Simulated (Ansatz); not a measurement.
Computed with Ansatz on PBE0-D4/def2-TZVP structures; ΔE is electronic, products minus reactants. CBS: MP2 limit from def2 TZ/QZ plus the TZ coupled-cluster correction, frozen cores. This one scheme is used for every species, atoms too. DFT in def2-TZVPP. Open shells (•) are unrestricted, without spin–orbit coupling. Spin–orbit coupling would lower the free atoms: a little for F.

`F[SiH](Cl)Cl` → F• + `Cl[SiH]Cl`•  (homolysis of the F–Si bond)

CCSD(T)/CBS gives +6.91 eV.

Another level gave +6.63 eV. Which?
A. PBE0/def2-TZVPP
B. ωB97M-V/def2-TZVPP
C. r2SCAN-D4/def2-TZVPP
D. BHLYP/def2-TZVPP

C. r2SCAN-D4 6.63, ωB97M-V 6.83, PBE0 6.51, BHLYP 6.38 eV.

Largest T1 diagnostic among the species: 0.012.

At CCSD(T), def2-SVP lies −0.62 eV from the extrapolated value and def2-TZVPP −0.21 eV: correlation converges slowly with the basis, and small sets miss more of it in the bonded molecule than in its fragments. From BLYP to BHLYP (50 % exact exchange), in def2-TZVPP and without D4, ΔE moves by −0.16 eV: exact exchange takes away binding that semilocal exchange gives to molecules. In def2-TZVPP, CCSD(T) changes the Hartree–Fock value by +1.55 eV (the triples alone add +0.09 eV) and MP2 by +1.90 eV; breaking electron pairs costs correlation energy, which Hartree–Fock lacks.

CCSD(T)/CBS has its own doubt, a few kJ/mol and more with outer-core shells, so smaller differences from it don't rank the levels.
